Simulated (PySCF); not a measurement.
# A search over the determinants of Be₂

Unrestricted PBE0; PySCF, no relativity, basis sets Be pcseg-2. Outer shells of the fragments: Be 2s2; Be 2s2.

Followed along the bond (rough minima from three points):

| 2Ms+1 | unpaired | ⟨S²⟩ at the start | R at minimum (Å) | Te (eV) |
| --- | --- | --- | --- | --- |
| 1 | none | 0.00 | 2.50 | 0.00 |
| 3 | σ ↑↑ | 2.00 | 2.14 | 0.49 |
| 3 | σ ↑, π ↑ | 2.05 | 2.01 | 0.57 |
| 1 | σ ↑, π ↓ | 1.04 | 2.00 | 0.94 |
| 3 | π ↑↑ | 2.00 | none in the scan | ≤ 1.93 |

Solutions found at the starting distance of 1.920 Å, counted from the lowest of them; the search is not exhaustive and high or unbound solutions are not listed, so other states can lie among these:

| 2Ms+1 | unpaired | term | E (eV) | ⟨S²⟩ | ⟨Lz²⟩ |
| --- | --- | --- | --- | --- | --- |
| 3 | σ ↑, π ↑ | ³Π | 0.00 | 2.05 | 1.00 |
| 1 | none | ¹Σ⁺ | 0.02 | 0.00 | 0.00 |
| 3 | σ ↑↑ | ³Σ⁺ | 0.08 | 2.00 | 0.00 |
| 1 | σ ↑, π ↓ | mixed | 0.37 | 1.04 | 1.00 |
| 3 | π ↑↑ | ³Σ⁻ | 1.42 | 2.00 | 0.00 |
| 1 | π ↑↓ | mixed | 1.57 | 1.00 | 2.01 |
| 1 | none | mixed | 2.15 | 0.00 | 2.00 |
| 3 | π ↑↑ | mixed | 3.92 | 2.01 | 2.00 |

A term symbol is given only where ⟨S²⟩ and ⟨Lz²⟩ are close to those of a pure state; real π, δ and φ orbitals otherwise mix terms, and g/u labels are left off.

Problem. Compare the gap between the two lowest followed solutions at the starting distance with the gap between their minima.

Solution. At PBE0 the second solution (triplet, unpaired electrons σ ↑↑) lies +0.06 eV from the first (singlet, closed shell) at 1.920 Å and +0.49 eV at the minima; the two curves relax by different amounts, since their minima lie near 2.14 and 2.50 Å.
